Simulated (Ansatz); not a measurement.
```yaml
crystal:
  periodic: [false, false, false]
  atoms:
    - {symbol: C, position_ang: [-1.369961, 1.071610, -1.101104]}
    - {symbol: Al, position_ang: [-0.301013, -0.315213, -0.248911]}
    - {symbol: B, position_ang: [0.635779, -1.923104, 0.495452]}
    - {symbol: Si, position_ang: [1.598953, -0.546323, 1.274816]}
    - {symbol: H, position_ang: [-0.750715, 1.706022, -1.740533]}
    - {symbol: H, position_ang: [-1.848574, 1.711521, -0.355294]}
    - {symbol: H, position_ang: [-2.154059, 0.629044, -1.720916]}
    - {symbol: H, position_ang: [0.648655, -3.108124, 0.500365]}
    - {symbol: H, position_ang: [0.933506, 0.760879, 0.746372]}
    - {symbol: H, position_ang: [2.690630, -0.037515, 2.152853]}
basis:
  gaussian: {orbitals: x2c-TZVPPall}
hamiltonian: {xc: {name: HF}, dispersion: d2}
```

```sh
$ ansatz run in.yaml --threads 2 --pin off --events-out ev --progress --plain --max-ram 4352MiB
```

Question: How does Ansatz answer? (Estimate.)

Answer: The calculation gave: The program refused the input.
```
Error: YAML parse error: error: line 16 column 43: hamiltonian.dispersion: `d2` is not `none`, `rvv10`, `d3bj`, `d3bjatm`, `d4` or a map `{method: …, s8: …, a1: …, a2_bohr: …}` (numbers without units, a2 in bohr) or `{method: …, functional: …}`
14 | basis:
15 |   gaussian: {orbitals: x2c-TZVPPall}
16 | hamiltonian: {xc: {name: HF}, dispersion: d2}
```
